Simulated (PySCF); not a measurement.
# Predicted spectroscopic data

[PySCF: J: B3LYP/pcJ-1; geometry from PBE0-D3(BJ)/def2-SVP; PBE0/pcSseg-1 with gauge-including orbitals; in vacuum; non-relativistic; equivalent nuclei averaged; single conformer]

Scale: $^{1}$H and $^{13}$C against TMS (reference shieldings calculated alike). Multiplet labels drop J under 1 Hz and among equivalent protons, and merge close values. Unscaled 3J(H,H) run several per cent high. Where no couplings were computed, multiplicities follow the n + 1 count of equivalent neighbours, and m marks all less simple cases (inequivalent or close neighbours, rings, F or P nearby). Carbons bonded to boron are broad in practice. Shifts are as computed. Against solution values, carbons near 30 ppm lie about +2 ppm off and those near 130 ppm about +5 ppm. Of 1313 compounds with measured shifts, 239 miss one by over three times the rms of a fit or turn the order of signals round; such compounds aren't used in these exercises. OH and NH positions are gas-phase values without hydrogen bonding to other molecules.

**1.** `N#CB(C#N)C#N`, C3BN3. $^{13}$C{$^{1}$H} NMR (computed): δ 129.1.

**2.** SMILES CC(C)c1cnn(C)n1, C6H11N3. $^{1}$H NMR (400 MHz, computed): δ 7.38 (s, 1H), 3.92 (s, 3H), 2.95 (sept, 1H), 1.20 (d, 6H). $^{13}$C{$^{1}$H} NMR (computed): δ 158.9 (C), 134.4 (CH), 40.9 (CH3), 28.8 (CH), 25.7 (CH3).

**3.** `InChI=1S/C6H11N3/c1-6(2,3)5-4-7-9-8-5/h4H,1-3H3,(H,7,8,9)`. $^{1}$H NMR (400 MHz, computed): δ 10.42 (br s, 1H), 7.44 (s, 1H), 1.37 (s, 9H). $^{13}$C{$^{1}$H} NMR (computed): δ 161.4, 133.7, 32.0, 31.4.
